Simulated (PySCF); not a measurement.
H2Si2, SMILES [SiH2]=[Si] (connectivity only; charge and spin as stated), neutral, multiplicity 1.

The structure is a stationary point at r2SCAN-D4/def2-TZVP. The isomer is the one that the SMILES or the coordinates give; other isomers of the formula were not compared.

The numbers are results of PySCF 2.14.0 with TDA-B3LYP/def2-TZVPD, not measurements.

Vertical excitations.  State labels are in the subgroup C2v.

Computed lowest excited states:
```
state  symmetry  energy (eV)  λ (nm)      f          main pairs
-----  --------  -----------  ------  -----  ------------------
S1           A2         0.80    1546  0.000     HOMO→LUMO 100 %
S2           B2         2.48     500  0.005    HOMO−1→LUMO 99 %
S3           A1         4.10     302  0.199    HOMO→LUMO+1 81 %
S4           B1         4.31     288  0.008  HOMO−1→LUMO+1 96 %
S5           B1         4.79     259  0.002    HOMO→LUMO+2 92 %
S6           B1         5.09     244  0.121    HOMO→LUMO+3 86 %
S7           A1         5.61     221  0.015    HOMO−2→LUMO 83 %
S8           B1         5.81     213  0.300    HOMO→LUMO+4 88 %
S9           A2         5.81     213  0.000    HOMO→LUMO+5 99 %
S10          B2         6.29     197  0.109    HOMO→LUMO+6 91 %
T1           A2         0.29    4247      0     HOMO→LUMO 100 %
T2           B2         1.41     882      0    HOMO−1→LUMO 99 %
T3           A1         1.91     651      0    HOMO→LUMO+1 99 %
T4           B1         3.51     353      0  HOMO−1→LUMO+1 94 %
```
Triplets are in the Tamm–Dancoff approximation.
